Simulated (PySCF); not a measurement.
# Energy of Os²⁺ (osmium, charge +2) between two integer charges

The 5d beta orbital of [Xe] 4f14 5d6 is emptied in steps (occupation f), with all orbitals relaxed, ending at [Xe] 4f14 5d5. Computed with PySCF 2.14 in aug-cc-pVDZ-PP with ECP60MDF, with a scalar-relativistic core potential. The exact energy is a straight line in f; departures are measured from the line between the end points of the same method.

```csv
f,UHF (eV),LDA (eV),PBE (eV)
1,0.000,0.000,0.000
0.8,0.176,-0.890,-0.863
0.6,0.256,-1.340,-1.298
0.4,0.248,-1.345,-1.300
0.2,0.161,-0.900,-0.867
0,0.000,0.000,0.000
```

Q: For UHF, how does the orbital energy at f = 1 compare with the removal energy?

A: −ε = 26.018 eV against a total-energy difference of 24.884 eV. By Janak's theorem ε = ∂E/∂f, so the gap between them reflects the curvature. Along the path −ε is 25.515 (f = 0.8), 25.059 (f = 0.6), 24.642 (f = 0.4), 24.258 (f = 0.2) eV.

```
method  E(f=0) − E(f=1) (eV)  −ε at f=1 (eV)  −ε at f=0.4 (eV)
   UHF                24.884          26.018            24.642
   LDA                27.202          21.670            28.301
   PBE                26.966          21.592            28.042
```

Reference removal energy between the ground levels: 25 ± 1.6 eV (theoretical estimate listed by NIST; NIST Atomic Spectra Database, ionization energies). The calculation has no spin-orbit coupling. The determinant left behind need not be the lowest term of the ion. UHF lacks correlation.
